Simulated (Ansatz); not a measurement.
CH₆O₂Si₂ (`O=CO[SiH2][SiH3]`), relaxed with RKS PBE0-D4/def2-TZVP in Ansatz from a PBE-D4/def2-SVP geometry. The force threshold is 0.005 eV/Å; the program also tests the step.

The species carries charge 0 and has multiplicity 1.

Start:

```xyz
11

O    -1.754   -0.632    0.602
C    -0.973   -1.456    1.041
O     0.348   -1.274    1.137
Si    0.960    0.292    0.621
Si    0.029    0.954   -1.437
H    -1.270   -2.469    1.415
H     2.435    0.031    0.565
H     0.668    1.269    1.726
H    -1.199    1.791   -1.228
H    -0.295   -0.271   -2.247
H     1.051    1.764   -2.195
```

(1) By how much does the energy fall, and how many steps does the optimiser take? (An estimate is asked.)

(2) Which bonds change most? (Estimate.)

(3) Give the relaxed structure. (Best estimate.)

Answers

(1) The calculation gave: 0.06 eV, in 8 steps.

(2) Ansatz gave: O3–Si4 from 1.759 to 1.712 Å; C2–H6 from 1.119 to 1.099 Å; Si5–H11 from 1.509 to 1.490 Å; Si4–H8 from 1.503 to 1.484 Å.

(3) The calculation gave: 
```xyz
11

O    -1.755   -0.620    0.696
C    -0.961   -1.448    1.050
O     0.349   -1.256    1.091
Si    0.934    0.281    0.617
Si    0.038    0.950   -1.439
H    -1.234   -2.461    1.377
H     2.397    0.044    0.566
H     0.631    1.242    1.707
H    -1.167    1.792   -1.248
H    -0.298   -0.258   -2.239
H     1.066    1.734   -2.180
```
